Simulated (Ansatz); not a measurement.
Program: Ansatz. Geometries: PBE0-D4/def2-TZVP. ΔE: electronic, gas phase. CCSD(T)/CBS adds triple-zeta CCSD(T) − MP2 to the extrapolated MP2 energy (def2 sets, frozen cores). This one scheme is used for every species. Functionals use def2-TZVPP. B3LYP here is the variant with VWN-RPA as its local correlation; programs differ in this. One conformer a species, not always the lowest.

Consider the ligand exchange at the Si–Cl bond: `O[Si](O)([SiH3])Cl` + `O[SiH3]` → `O[Si](O)([SiH3])O[SiH3]` + HCl.

```tsv
level	ΔE (kcal/mol)	difference from CCSD(T)/CBS
PBE-D4	-2.6	2.8
r2SCAN-D4	-4.2	1.2
PBE0-D4	-3.6	1.8
B3LYP-D4	-5.7	-0.3
ωB97M-V	-4.5	0.9
B3LYP	-4.4	1.0
HF/def2-TZVPP	-6.8	-1.4
CCSD(T)/def2-TZVPP	-6.4	-1.0
HF/CBS(def2)	-7.3	-1.9
MP2/CBS(def2)	-4.1	1.3
CCSD(T)/CBS	-5.4	0
```

Largest T1 diagnostic among the species: 0.013.

The D4 term adds −1.3 kcal/mol with B3LYP and −0.9 kcal/mol with PBE0; it sums over pairs of atoms, weighted by their polarisabilities, and B3LYP, whose exchange is more repulsive, gets the larger term. From PBE to PBE0 (25 % exact exchange), in def2-TZVPP and without D4, ΔE moves by −1.0 kcal/mol.

CCSD(T)/CBS has its own doubt, a few kJ/mol and more with outer-core shells, so smaller differences from it don't rank the levels.
